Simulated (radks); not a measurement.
Initial-state core-level shifts of the zinc ion Zn3+ when its valence configuration changes from [Ar] 3d9. Calculated with a radial shooting solver on a logarithmic mesh with Libxc functionals: Dirac Kohn-Sham, PBE, spin-unpolarised, spherical densities, point nucleus; open shells are shared between the two j in proportion to 2j + 1. Shifts are changes of the shell-averaged eigenvalues in eV (positive: less bound).

[
 {"valence": "3d8 4p1", "1s": "-11.442", "2p": "-12.424", "3s": "-10.711", "3p": "-10.471"},
 {"valence": "3d7 4p2", "1s": "-23.840", "2p": "-25.997", "3s": "-21.924", "3p": "-21.429"},
 {"valence": "3d6 4p3", "1s": "-37.113", "2p": "-40.627", "3s": "-33.502", "3p": "-32.752"},
 {"valence": "3d7 4s1 4p1", "1s": "-22.482", "2p": "-24.678", "3s": "-20.569", "3p": "-20.085"},
 {"valence": "3d8.5 4s0.5", "1s": "-4.853", "2p": "-5.349", "3s": "-4.542", "3p": "-4.429"},
 {"valence": "3d7 4s2", "1s": "-21.091", "2p": "-23.327", "3s": "-19.185", "3p": "-18.711"},
 {"valence": "3d6.5 4s1.5 4p1", "1s": "-28.391", "2p": "-31.252", "3s": "-25.699", "3p": "-25.092"},
 {"valence": "3d8 4s1", "1s": "-9.993", "2p": "-11.028", "3s": "-9.266", "3p": "-9.035"},
 {"valence": "3d7.5 4s0.5 4p1", "1s": "-16.830", "2p": "-18.399", "3s": "-15.568", "3p": "-15.207"}
]
